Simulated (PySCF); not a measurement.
**Working out the ionisation energy of Cr**

Cr [Ar] 3d5 4s1 (7S) → Cr⁺ [Ar] 3d5 (6S). Computed with PySCF 2.14 in def2-TZVPPD, with the non-relativistic Hamiltonian (point nucleus). Frozen: [Ar]. Energies in hartree (1 hartree = 27.21139 eV):

| part | Cr (lower) | Cr⁺ (upper) |
| --- | --- | --- |
| UHF | -1043.334658 | -1043.117298 |
| CCSD correlation | -0.096525 | -0.079292 |
| (T) | -0.002517 | -0.001427 |

Task: What does Hartree-Fock give?

Result: (-1043.117298) − (-1043.334658) = 0.217360 hartree = 5.915 eV.

Task: What do CCSD and CCSD(T) give?

Result: The CCSD correlation energies differ by 0.017233 hartree = 0.469 eV and the triples by 0.001090 hartree = 0.030 eV, so CCSD gives 6.384 eV and CCSD(T) 6.414 eV.

Measured between the centres of the two terms (NIST): 6.767 eV, so CCSD(T) (valence) is off by -0.353 eV.

The calculation is non-relativistic.

What remains against the reference includes basis incompleteness, the frozen core and higher excitations.
